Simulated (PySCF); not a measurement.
C₄H₅O₃, SMILES [CH2]C1COC(=O)O1, doublet, PBE0/def2-SVP optimised geometry.

```
12

C     -1.64     1.33     0.58
C     -0.73     0.46    -0.20
C     -0.71    -1.02     0.20
O      0.64    -1.39     0.00
C      1.41    -0.28     0.00
O      2.60    -0.28     0.00
O      0.64     0.82     0.00
H     -1.36     1.61     1.60
H     -2.60     1.65     0.18
H     -0.95     0.55    -1.28
H     -0.98    -1.16     1.26
H     -1.36    -1.65    -0.42
```

Density from PySCF with unrestricted PBE0/def2-TZVP at that geometry.

Minimum of the electron density along straight lines between bonded atoms, close to the bond critical point (lines longer than 1.1 times the sum of covalent radii, or with two minima, are not listed):

```csv
bond,length / Å,ρ at the minimum / e bohr⁻³,∇²ρ there / e bohr⁻⁵,position (fraction from the first atom)
C1–C2,1.475,0.276,-0.76,0.49
C2–C3,1.541,0.248,-0.62,0.50
C3–O4,1.411,0.261,-0.52,0.35
O4–C5,1.351,0.311,-0.79,0.65
C5–O6,1.185,0.453,-0.09,0.34
C2–O7,1.430,0.252,-0.53,0.36
C5–O7,1.349,0.313,-0.78,0.35
C1–H8,1.092,0.278,-0.97,0.65
C1–H9,1.091,0.279,-0.97,0.65
C2–H10,1.105,0.281,-0.99,0.65
C3–H11,1.103,0.281,-0.99,0.65
C3–H12,1.098,0.284,-1.01,0.65
```
